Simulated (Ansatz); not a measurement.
Geometry optimisation, Ansatz 0.2.0, RKS PBE0-D4/def2-SVP.

The input (input.yaml):

```yaml
crystal:
  periodic: [false, false, false]
  atoms:
    - { symbol: W, position_ang: [0.026912, -0.320226, -0.020129] }
    - { symbol: H, position_ang: [0.42535, -0.007116, 1.611436] }
    - { symbol: F, position_ang: [1.902473, -0.462219, -0.155757] }
    - { symbol: H, position_ang: [-0.813796, 0.936754, 0.693555] }
    - { symbol: F, position_ang: [-1.761506, -0.596521, -0.563729] }
    - { symbol: O, position_ang: [-0.074947, -2.11114, 0.475343] }
    - { symbol: H, position_ang: [-0.838557, -2.617169, 0.831336] }
    - { symbol: F, position_ang: [0.219786, 0.780356, -1.506143] }
    - { symbol: O, position_ang: [1.679284, 2.087763, 1.107886] }
    - { symbol: H, position_ang: [2.450014, 1.739931, 0.638298] }
    - { symbol: H, position_ang: [1.573086, 1.448687, 1.848602] }
basis:
  gaussian: { orbitals: def2-SVP }
hamiltonian:
  xc: pbe0
  dispersion: d4
relax:
  f_tol: 0.03
  max_steps: 50
```

Command:

```bash
$ ansatz run input.yaml --threads 4 --pin off --max-ram 5120MiB --backend cpu --events-out ev --progress --plain --runs-dir out
```

**Question.** Where does it end, and by what steps?

**Answer.** The run converged. After 36 steps the energy has fallen by 0.515 eV; H10 moved furthest, 1.17 Å. Joined: W1–O9 (3.13 → 2.33 Å).

```csv
step,energy less start (eV),largest force component (eV/Å),accepted
0,0.0000,0.802,yes
2,-0.1030,2.025,yes
4,-0.3404,1.239,yes
6,-0.3947,0.420,yes
8,-0.4202,0.622,yes
10,-0.4356,0.313,no
12,-0.4523,0.590,yes
14,-0.4617,1.273,no
16,-0.4863,0.360,yes
18,-0.4961,0.144,yes
20,-0.5040,0.082,yes
22,-0.5077,0.038,yes
24,-0.5082,0.289,no
26,-0.5100,0.299,yes
28,-0.5119,0.056,yes
30,-0.5133,0.083,yes
32,-0.5142,0.059,yes
34,-0.5148,0.058,yes
36,-0.5149,0.019,yes
```

```xyz
11
Properties=species:S:1:pos:R:3
W 0.196 -0.240 0.254
H 0.467 -0.150 1.907
F 2.052 -0.679 0.408
H -0.859 0.678 1.174
F -1.491 -0.340 -0.638
O -0.159 -2.039 0.568
H -0.995 -2.410 0.253
F 0.711 0.788 -1.258
O 1.263 1.726 0.919
H 1.509 2.131 0.070
H 2.097 1.415 1.303
```

Whether the end is a true minimum wasn't checked by a vibrational analysis.

The run took 100 s on 4 threads of Arm Neoverse V2 (shared host), peak memory 0.32 GiB.
